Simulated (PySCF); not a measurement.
Correlation energy of Pd (palladium, neutral)

[Kr] 4d9 5p1, one real determinant (an excited configuration). All numbers are calculated (PySCF 2.14, scalar relativity by spin-free X2C-1e, in x2c-TZVPPall). Frozen: [Kr]; 10 electrons correlated.

```csv
level,correlation energy (mhartree)
CCSD,-283.90
(T),-10.32
CCSD(T),-294.22
```

Diagnostics: T1 = 0.015, D1 = 0.0632, largest double amplitude 0.031.

The real determinant used has ⟨L²⟩ near 8 against 12 for a pure F term, so it mixes terms.

Cost of the coupled-cluster step: roughly 10 core-seconds, for 10 correlated electrons.

Iterations:

```
CC2 = 0
CCSD nocc = (np.int64(6), np.int64(4)), nmo = (61, 61)
frozen orbitals [[0, 1, 2, 3, 4, 5, 6, 7, 8, 9, 10, 11, 12, 13, 14, 15, 16, 17], [0, 1, 2, 3, 4, 5, 6, 7, 8, 9, 10, 11, 12, 13, 14, 15, 16, 17]]
max_cycle = 100
direct = 0
conv_tol = 1e-08
conv_tol_normt = 1e-06
diis_space = 8
diis_start_cycle = 0
Init t2, MP2 energy = -0.29658498604451
Init E_corr(UCCSD) = -0.296584986049652
cycle = 1  E_corr(UCCSD) = -0.279361992860725  dE = 0.0172229932  norm(t1,t2) = 0.0495449
cycle = 2  E_corr(UCCSD) = -0.282918191439435  dE = -0.00355619858  norm(t1,t2) = 0.0194171
cycle = 3  E_corr(UCCSD) = -0.283198409918466  dE = -0.000280218479  norm(t1,t2) = 0.011785
cycle = 4  E_corr(UCCSD) = -0.283794833340963  dE = -0.000596423422  norm(t1,t2) = 0.00578413
cycle = 5  E_corr(UCCSD) = -0.283866214411422  dE = -7.13810705e-05  norm(t1,t2) = 0.00275883
cycle = 6  E_corr(UCCSD) = -0.283847104958193  dE = 1.91094532e-05  norm(t1,t2) = 0.00177026
cycle = 7  E_corr(UCCSD) = -0.283904653074807  dE = -5.75481166e-05  norm(t1,t2) = 0.00117014
cycle = 8  E_corr(UCCSD) = -0.283911720656489  dE = -7.06758168e-06  norm(t1,t2) = 0.000708531
cycle = 9  E_corr(UCCSD) = -0.283897272624824  dE = 1.44480317e-05  norm(t1,t2) = 0.000357315
cycle = 10  E_corr(UCCSD) = -0.283901651241066  dE = -4.37861624e-06  norm(t1,t2) = 0.000192244
cycle = 11  E_corr(UCCSD) = -0.283902084771108  dE = -4.33530042e-07  norm(t1,t2) = 0.000107473
cycle = 12  E_corr(UCCSD) = -0.283902088922419  dE = -4.15131107e-09  norm(t1,t2) = 6.32912e-05
cycle = 13  E_corr(UCCSD) = -0.283902219614516  dE = -1.30692097e-07  norm(t1,t2) = 0.000100051
cycle = 14  E_corr(UCCSD) = -0.283901944063284  dE = 2.75551232e-07  norm(t1,t2) = 1.76343e-05
cycle = 15  E_corr(UCCSD) = -0.283901858346959  dE = 8.57163255e-08  norm(t1,t2) = 7.67026e-06
cycle = 16  E_corr(UCCSD) = -0.28390185826625  dE = 8.07083844e-11  norm(t1,t2) = 3.92704e-06
cycle = 17  E_corr(UCCSD) = -0.28390188103593  dE = -2.27696803e-08  norm(t1,t2) = 2.05944e-06
cycle = 18  E_corr(UCCSD) = -0.283901911878606  dE = -3.08426752e-08  norm(t1,t2) = 1.26811e-06
cycle = 19  E_corr(UCCSD) = -0.28390193874745  dE = -2.68688439e-08  norm(t1,t2) = 8.32033e-07
cycle = 20  E_corr(UCCSD) = -0.283901947442241  dE = -8.69479172e-09  norm(t1,t2) = 5.02865e-07
UCCSD converged
E(UCCSD) = -5042.919471364569  E_corr = -0.2839019474422413
UCCSD(T) correction = -0.0103184381320056
```

The basis was made for the ground configuration and has no added diffuse functions, which can raise the energy of the promoted electron.

The reference is one real determinant that mixes LS terms of this configuration.
